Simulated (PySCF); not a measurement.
# Telling isomers of C7H9OPSi apart by NMR

Theory: GFN2-xTB structure, NMR shieldings at PBE0/pcSseg-1/GIAO, in PySCF 2.14.0 with density-fitted response routines (rapidly exchanging positions averaged, no relativistic terms, gas phase, single conformer).

Shifts are taken against calculated references (same method and geometry level): ¹H (σref 31.72) and ¹³C (σref 186.93) against TMS. Splittings of carbon signals by F and P are missing where no couplings were computed. Where no couplings were computed, multiplicities follow the n + 1 count of equivalent neighbours, and m marks all less simple cases (inequivalent or close neighbours, rings, F or P nearby). Shifts are as computed. Against solution values, carbons near 30 ppm lie about +3 ppm off and those near 130 ppm about +5 ppm. Of 1211 compounds with measured shifts, 218 miss one by over three times the rms of a fit or turn the order of signals round; such compounds aren't used in these exercises.

(1) Tabulate the signals of `Cc1pccc(C=O)c1[SiH3]`, `C=C/C([SiH3])=P/c1ccoc1`, `CC(=O)c1cpccc1[SiH3]`, `C[Si@@H](P)C#Cc1ccco1` and their relative energies.

(2) What is the quickest way to tell Cc1pccc(C=O)c1[SiH3] from CC(=O)c1cpccc1[SiH3]?

(3) What is the quickest way to tell C=C/C([SiH3])=P/c1ccoc1 from C[Si@@H](P)C#Cc1ccco1?

(4) What is the quickest way to tell Cc1pccc(C=O)c1[SiH3] from C=C/C([SiH3])=P/c1ccoc1?

Answers

(1) 
```json
{"SMILES": "Cc1pccc(C=O)c1[SiH3]", "carbon types": "3×C 3×CH 1×CH3", "δC": "196.5, 187.1, 168.4, 143.9, 143.4, 135.0, 32.5", "δH": "10.82 (s, 1H), 9.40 (m, 1H), 8.86 (m, 1H), 4.89 (s, 3H), 3.15 (m, 3H)", "E rel. (kcal/mol)": "10.3"}
{"SMILES": "C=C/C([SiH3])=P/c1ccoc1", "carbon types": "2×C 4×CH 1×CH2", "δC": "211.7, 153.4, 152.6, 147.8, 135.8, 125.0, 122.2", "δH": "7.69 (m, 1H), 7.68 (m, 1H), 7.60 (m, 1H), 6.61 (m, 1H), 5.74 (m, 1H), 5.66 (m, 1H), 4.32 (m, 3H)", "E rel. (kcal/mol)": "42.7"}
{"SMILES": "CC(=O)c1cpccc1[SiH3]", "carbon types": "3×C 3×CH 1×CH3", "δC": "206.4, 169.2, 165.3, 152.5, 148.5, 145.0, 27.4", "δH": "9.90 (m, 1H), 9.47 (m, 1H), 8.96 (m, 1H), 4.78 (s, 3H), 2.91 (s, 3H)", "E rel. (kcal/mol)": "0.0"}
{"SMILES": "C[Si@@H](P)C#Cc1ccco1", "carbon types": "3×C 3×CH 1×CH3", "δC": "149.0, 142.3, 127.1, 118.1, 106.7, 106.3, -1.7", "δH": "7.47 (m, 1H), 7.05 (m, 1H), 6.69 (m, 1H), 4.91 (m, 1H), 1.37 (m, 2H), 0.47 (m, 3H)", "E rel. (kcal/mol)": "28.0"}
```

Energies are electronic energies at PBE0/pcSseg-1 on these geometries, without zero-point or thermal terms, each for the one conformer computed, which needn't be the lowest.

(2) Both give the same number of carbon signals, with the same numbers of each carbon type, so the positions decide. The first has an aldehyde carbonyl carbon (CH) at 196.5 ppm, the second a ketone carbonyl carbon (C) at 206.4 ppm. In the proton spectra the most deshielded non-exchanging signals are 10.82 (s, 1H) and 9.90 (m, 1H).

(3) Both give the same number of carbon signals, but DEPT or the intensities differ. The first has a carbon double-bonded to a heavier main-group atom (C) at 211.7 ppm, the second a methyl carbon bonded to Si (CH3) at -1.7 ppm. Their most deshielded carbons lie at 211.7 and 149.0 ppm.

(4) Both give the same number of carbon signals, but DEPT or the intensities differ. The first has a methyl carbon on an aromatic ring (CH3) at 32.5 ppm, the second a terminal =CH2 carbon at 125.0 ppm. Their most deshielded carbons lie at 196.5 and 211.7 ppm. In the proton spectra the most deshielded non-exchanging signals are 10.82 (s, 1H) and 7.69 (m, 1H).
